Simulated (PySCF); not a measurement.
**How methods differ on the ionisation energy of Tc(18+)**

Tc(18+) [Ar] 3d7 [3d3/2^4 3d5/2^3, M_J = 9/2] → Tc(19+) [Ar] 3d6 [3d3/2^4 3d5/2^2, M_J = 4], as a difference of total energies. Calculation: PySCF 2.14, in an uncontracted even-tempered set (17 s from 1.9 bohr⁻², ratio 2.8; 12 p from 2.4 bohr⁻², ratio 2.8; 8 d from 2.4 bohr⁻², ratio 2.8; 4 f from 10 bohr⁻², ratio 3); the two-component X2C-1e Hamiltonian. Correlated levels: [Ne] frozen; the 76 highest virtual spinors dropped. "Screened" scales the spin-orbit matrix elements by Boettger's factors to mimic the two-electron term; Breit and QED terms are absent.

| method | ionisation energy (eV) |
| --- | --- |
| GHF (spin-free) | 772.72 |
| GMP2 (spin-free) | 773.88 |

**Question.** How much does correlation contribute at GMP2 (spin-free)?

**Answer.** 773.88 − (772.72) = 1.16 eV, measured against GHF (spin-free).

Breit and QED terms and the two-electron picture change are absent.

The spin-free rows relax to the high-spin LS determinant and lack the spin-orbit shift.

The labels give the starting determinants; with spin-orbit coupling the two ends relaxed to ⟨J²⟩ = 24.75, ⟨L²⟩ = 12.75, ⟨S²⟩ = 3.49.

For comparison: 773 ± 3 eV (theoretical estimate listed by NIST; NIST Atomic Spectra Database, ionization energies).
